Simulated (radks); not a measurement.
Values are calculated unless marked as measured or tabulated.
All-electron atom: the mercury ion Hg4+ in [Kr] 4d10 4f14 5s2 5p5 5d8 6d1 (not the ground configuration). Code: a radial shooting solver on a logarithmic mesh with Libxc functionals. Model: scalar-relativistic Kohn-Sham, LDA (Slater exchange, Perdew-Wang correlation), spin-polarised, spherical densities, finite nucleus; open shells are filled with parallel spins first (spin-orbit coupling, left out, can overturn this in heavy ions); Fermi nuclear charge, rms radius 5.4648 fm.

Local quantities along the radius. ELF = 1/(1 + alpha^2) is the electron localisation function; alpha = (tau - tau_W)/tau_unif compares the Pauli kinetic energy density with that of the uniform gas (summed over spins); r v_xc is r times the local exchange-correlation potential of spin up (hartree bohr); s = |grad rho|/(2 (3 pi^2)^(1/3) rho^(4/3)) is the reduced gradient; -r V(r) is the screened charge that the Kohn-Sham potential of spin up presents (atomic units). tau is taken from the large components.

r (bohr),ELF,alpha,r v_xc,s,-r V(r)
0.001163,0.999,0.02367,-0.1068,0.8380,79.40
0.001589,0.999,0.02653,-0.1371,0.7346,79.18
0.002154,0.999,0.03102,-0.1736,0.6654,78.88
0.002942,0.999,0.03866,-0.2186,0.6220,78.47
0.003987,0.997,0.05165,-0.2697,0.6038,77.93
0.005447,0.994,0.07670,-0.3277,0.6089,77.19
0.007383,0.984,0.1271,-0.3859,0.6374,76.25
0.01009,0.943,0.2464,-0.4414,0.6870,74.98
0.01367,0.781,0.5291,-0.4856,0.7299,73.40
0.01867,0.452,1.102,-0.5251,0.6739,71.33
0.02531,0.338,1.401,-0.5849,0.4426,68.80
0.03457,0.545,0.9145,-0.6953,0.2822,65.59
0.04723,0.737,0.5975,-0.8198,0.3454,61.67
0.06402,0.631,0.7647,-0.8910,0.4668,57.14
0.08746,0.354,1.350,-0.9354,0.3801,51.76
0.1185,0.536,0.9308,-1.075,0.2096,45.87
0.1619,0.711,0.6379,-1.204,0.3676,39.33
0.2195,0.372,1.299,-1.168,0.4801,32.72
0.2998,0.443,1.121,-1.275,0.1588,25.93
0.4063,0.717,0.6280,-1.449,0.3125,19.71
0.5551,0.497,1.005,-1.343,0.5670,14.52
0.7523,0.335,1.408,-1.236,0.4605,10.78
1.028,0.631,0.7640,-1.280,0.4666,8.068
1.393,0.551,0.9025,-1.166,0.8089,6.366
1.903,0.164,2.259,-0.8858,1.469,5.385
2.6,0.033,5.453,-0.6914,1.470,4.901
3.523,0.085,3.272,-0.6598,1.465,4.722
4.813,0.032,5.529,-0.4952,3.845,4.503
6.523,0.001,26.26,-0.2425,13.68,4.243

On this mesh the ELF has minima near r = 0.025, 0.087, 0.26, 0.75, 2.6 bohr, which separate the shells, and maxima near 0.047 (0.74), 0.16 (0.71), 0.41 (0.72), 1.2 (0.64).
